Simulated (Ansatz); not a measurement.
A calculation with Ansatz (development build ahead of 0.2.0).

```yaml
crystal:
  periodic: [false, false, false]
  atoms:
    - { symbol: Be, position_ang: [0.0, 0.0, 0.0] }
    - { symbol: Mg, position_ang: [0.0, 5.7236, 0.0] }
    - { symbol: Mg, position_ang: [0.0, -5.7236, 0.0] }
basis:
  gaussian: { orbitals: pcseg-2 }
total_charge: 1
magnetization:
  initial_magnetization: 1
hamiltonian:
  xc: { name: wB97X }
```

The input is written out in the form of the current development build from the run's settings.

The run gave:

* Converged: yes
* Total energy: -414.51315 hartree
* Spin squared of the determinant: 0.750
* Stability test: minimum among restricted orbitals

Caution: stretched shape with no unrestricted run beside it, a lower state can exist; charge can spread falsely over distant fragments.
